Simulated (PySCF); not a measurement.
A PySCF script (with the pyscf-properties extension) for the NMR shieldings of `InChI=1S/C6H10OSSi/c1-4(8)6-5(7)2-3-9-6/h2-4,6,8H,9H2,1H3/t4-,6-/m1/s1`, on a GFN2-xTB geometry:

```python
import basis_set_exchange as bse
import numpy as np
from pyscf import gto, dft
from pyscf.prop import nmr

atoms = """
C     2.176907   -1.250598   -0.038942
C     1.108230   -0.475593    0.718004
S     1.701152    1.217595    1.105366
C    -0.237378   -0.420289    0.002008
Si   -1.721137    0.293666    0.986853
C    -2.485852    0.887780   -0.629326
C    -1.610635    0.822791   -1.634234
C    -0.247068    0.375726   -1.286488
O     0.737234    0.674904   -1.927042
H     3.114906   -1.232960    0.511846
H     1.867573   -2.287492   -0.164189
H     2.338820   -0.811769   -1.020211
H     0.962493   -0.922419    1.706745
H     1.913938    1.563374   -0.159615
H    -0.501940   -1.445196   -0.286606
H    -2.492236   -0.752128    1.660809
H    -1.343970    1.378918    1.883989
H    -3.490912    1.252027   -0.771975
H    -1.799929    1.140912   -2.649292
"""
names = dict.fromkeys(["C", "S", "Si", "O", "H"], "pcSseg-1")
basis = {el: gto.basis.parse(bse.get_basis(n, elements=[el], fmt="nwchem")) for el, n in names.items()}
mol = gto.M(atom=atoms, basis=basis, charge=0, verbose=0)
mf = dft.RKS(mol, xc="PBE0")
mf.grids.level = 2
mf.grids.alignment = dft.numint.BLKSIZE   # the property module wants whole blocks of grid points
mf.conv_tol = 1e-9
mf.kernel()

calc = nmr.RKS(mf)   # GIAO
C = mf.mo_coeff
Co = C[:, mf.mo_occ > 0]
resp = mf.gen_response(singlet=True, hermi=2)
def vind(x):   # induced exchange potential for any number of trial vectors
    d = np.einsum("pi,xij,qj->xpq", C, 2 * x.reshape(-1, C.shape[1], Co.shape[1]), Co, optimize=True)
    return np.einsum("xpq,pi,qj->xij", resp(d - d.transpose(0, 2, 1)), C, Co, optimize=True).ravel()
mo1, _ = nmr.rhf.solve_mo1(calc, with_cphf=vind)
sigma = calc.kernel(mo1)
for i, s in enumerate(sigma):   # ppm
    print("%2d %-2s %9.2f" % (i, mol.atom_pure_symbol(i), np.trace(s) / 3))
```

Question: What does it print?

Answer: 
```
 0 C     159.23
 1 C     146.77
 2 S     555.13
 3 C     137.63
 4 Si    393.26
 5 C      29.45
 6 C      24.64
 7 C     -24.79
 8 O    -298.63
 9 H      30.07
10 H      30.49
11 H      28.66
12 H      28.99
13 H      28.74
14 H      29.40
15 H      27.15
16 H      26.60
17 H      24.12
18 H      24.56
```

These numbers come from an equivalent density-fitted implementation of the same equations, which agrees with the script to about 0.01 ppm for H and up to a few tenths of a ppm for heavy atoms, so last digits may differ.

Question: Turn these shieldings into chemical shifts. δ = σ(ref) − σ, references computed at the same level: $^{13}$C (σref 186.93) and $^{29}$Si (σref 349.16) and $^{1}$H (σref 31.72) against TMS; $^{33}$S (σref 503.73) against CS2; H2O for $^{17}$O (σref 336.08).

Answer: Averaging equivalent atoms: C 7: 211.7; C 6: 162.3; C 5: 157.5; C 3: 49.3; C 1: 40.2; C 0: 27.7; S 2: -51; Si 4: -44.1; O 8: 634.7; H 17: 7.59; H 18: 7.16; H 16: 5.12; H 15: 4.57; H 13: 2.98; H 12: 2.73; H 14: 2.32; H 9/10/11: 1.98 ppm. Unscaled 17O shifts of doubly bonded oxygen tend to come out too high, by tens of ppm or more. Experimental scales use liquid or dissolved standards, which lie at an offset from isolated H2O (liquid H2O: subtract about 36 ppm).

Size and cost of the density-fitted run: 217 basis functions, 58 s wall time on 1 thread of an Arm Neoverse V1, shared host; peak memory 1 GiB.
